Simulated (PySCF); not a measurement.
All of these have the formula H11NOSi4. Method used: TDDFT CAM-B3LYP/def2-SVPD, vertical, gas phase, core orbitals frozen in the response in PySCF 2.14.0, density-fitted response routines. Geometries: GFN2-xTB; one conformer of each isolated species. Triplets are in the Tamm–Dancoff approximation.

Question: Rank by computed HOMO energy, highest first.
A. `N[SiH2][Si@@H]([SiH3])[SiH2]O`
B. `[SiH3]N[SiH2]O[SiH2][SiH3]`
C. `N[Si]([SiH3])([SiH3])O[SiH3]`
D. `O[SiH2][Si]([SiH3])([SiH3])N`

Answer: D (-8.12 eV), C (-8.27 eV), A (-8.61 eV), B (-8.89 eV).

| SMILES | HOMO (eV) | S1 (eV) | α (au) | first f ≥ 0.01 (nm) | f (S1) | S1 mainly |
| --- | --- | --- | --- | --- | --- | --- |
| N[Si]([SiH3])([SiH3])[SiH2]O | -8.12 | 4.67 | 129.1 | 222 | 0.009 | H→L (95%) |
| N[Si]([SiH3])([SiH3])O[SiH3] | -8.27 | 5.27 | 122.6 | 235 | 0.044 | H→L (84%) |
| N[SiH2][Si@@H]([SiH3])[SiH2]O | -8.61 | 5.61 | 127.7 | 200 | 0.009 | H→L (80%) |
| [SiH3]N[SiH2]O[SiH2][SiH3] | -8.89 | 6.23 | 115.1 | 190 | 0.005 | H→L+1 (74%) |

H and L stand for HOMO and LUMO.

- `N[Si]([SiH3])([SiH3])[SiH2]O`: Löwdin shares by element: HOMO silicon 36% or more, nitrogen 31%, oxygen 9% (atoms not listed hold the other 24%); LUMO silicon 61% (atoms not listed hold the other 39%).
- `N[Si]([SiH3])([SiH3])O[SiH3]`: Löwdin shares by element: HOMO silicon 47% or more, nitrogen 28% (atoms not listed hold the other 24%); LUMO silicon 63% or more, hydrogen 6% or more (atoms not listed hold the other 31%).
- `N[SiH2][Si@@H]([SiH3])[SiH2]O`: Löwdin shares by element: HOMO nitrogen 56%, hydrogen 16% or more, silicon 16% or more; LUMO silicon 54% or more, oxygen 10% (atoms not listed hold the other 36%).
- `[SiH3]N[SiH2]O[SiH2][SiH3]`: Löwdin shares by element: HOMO nitrogen 52%, silicon 21% or more, hydrogen 6% or more (atoms not listed hold the other 20%); LUMO silicon 50% or more, hydrogen 8% or more, oxygen 8% (atoms not listed hold the other 34%).
